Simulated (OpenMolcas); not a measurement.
## What dynamic correlation does to the levels of Au⁶⁺

| Quantity | Value |
| --- | --- |
| Program | OpenMolcas |
| Basis | ANO-RCC-VQZP [9s8p6d4f2g1h] |
| Scalar Hamiltonian | DKH2, point nucleus |
| Active space | 5 electrons in 5 orbitals (5d) |
| State averaging | 2S+1 = 6 even, 1 root; 2S+1 = 4 even, 24 roots; 2S+1 = 2 even, 75 roots |
| Spin-orbit coupling | RASSI with atomic mean-field integrals over the reference wave functions, term energies averaged over their components |

Methods on the same reference wave functions:
A. CASSCF
B. SS-CASPT2, IPEA 0.25 Eh, imaginary shift 0.1 Eh (closed shells correlated: 5s 5p)
C. MS-CASPT2, IPEA 0.25 Eh, imaginary shift 0.1 Eh (closed shells correlated: 5s 5p)

Energies in cm⁻¹ above 5d⁵ ⁶S_5/2.

```tsv
Level	A	B	C
5d⁵ ⁶S_5/2	0.0	0.0	0.0
5d⁵ ⁴G_7/2 [56 %]	31354	27580	27580
5d⁵ ⁴G_11/2 [71 %]	32900	29610	29610
5d⁵ ⁴G_9/2	34694	31240	31240
5d⁵ ⁴P_1/2 [59 %]	37691	33370	33370
5d⁵ ⁴D_7/2 [54 %]	42613	38090	38090
5d⁵ ²I_11/2 [68 %]	48200	44620	44620
5d⁵ ⁴D_1/2 [67 %]	49175	44560	44560
5d⁵ ²I_13/2	53142	49540	49540
5d⁵ ⁴F_3/2 [53 %]	53340	48190	48190
5d⁵ ²H_9/2 [51 %]	62220	57150	57150
5d⁵ ²G_7/2(1) [56 %]	64947	58550	58550
5d⁵ ²F_7/2(1) [57 %]	70098	64480	64480
5d⁵ ²S_1/2	74739	66190	66190
5d⁵ ²H_11/2 [68 %]	74921	70670	70670
5d⁵ ²D_3/2(2) [73 %]	83254	75050	75050
5d⁵ ²G_9/2(2)	91988	83260	83260
5d⁵ ²G_7/2(2)	95651	87040	87040
5d⁵ ²P_3/2	104620	92020	92020
5d⁵ ²P_1/2	111630	99350	99350
5d⁵ ²D_5/2(3)	119863	107880	107880
5d⁵ ²D_3/2(3)	123864	111500	111500
```

Between B and C no level of the table moves by more than 5 cm-1.

From A to B the spin-free energies of the other terms of 5d⁵ shown, above ⁶S, scale by factors of 0.86 to 0.90, as is usual when dynamic correlation screens the repulsion within a d or f shell.

The lowest spin-free term lies below A's lowest term by 0.326 hartree in B, 0.326 hartree in C.

Term energies are means over components that CASPT2 splits; among the terms shown or strongly mixed into the levels shown the widest spread is 480 cm-1 (5d⁵ ⁴F, C). Without dynamic correlation excited terms often stand tens of per cent too high (terms of higher spin than the ground term too low), and those without a measured partner can miss by more than the paired ones (holds for A). Blocks of more than 70 roots (2S+1 = 2 even) ran without multistate coupling (holds for C). Only configurations of the active space appear. Levels that lie high or do not pair safely by name in every column are left out.

A share in square brackets marks a mixed level and gives the weight of the term that names it, the lowest over the columns. A number in round brackets counts repeated terms of one configuration in the order of the reference energies.
